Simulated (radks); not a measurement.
The numbers below are computed, except where a source is named.
Isoelectronic series with 4 electrons, each ion in its NIST ground configuration. Code: a radial shooting solver on a logarithmic mesh with Libxc functionals. Model: Dirac Kohn-Sham, LDA (Slater exchange, Perdew-Wang correlation), spin-unpolarised, spherical densities, finite nucleus; Fermi nuclear charge, rms radius of each element as measured or else 0.836 A^(1/3) + 0.57 fm. Total energies (hartree) and mean radii <r> (bohr):

ion   configuration  E (hartree)   2s1/2   1s1/2
Be         [He] 2s2    -14.44930   2.619  0.4250
B+         [He] 2s2    -24.04481   1.787  0.3319
C2+        [He] 2s2    -36.14543   1.366  0.2720
N3+        [He] 2s2    -50.75180   1.108  0.2303
O4+        [He] 2s2    -67.86615  0.9333  0.1997
F5+        [He] 2s2    -87.49147  0.8063  0.1762
Mg8+       [He] 2s2   -161.47012  0.5728  0.1302

Estimate the row of Ne6+ ([He] 2s2).

Answer. E (hartree) -109.63122; 2s1/2 0.7098; 1s1/2 0.1577.
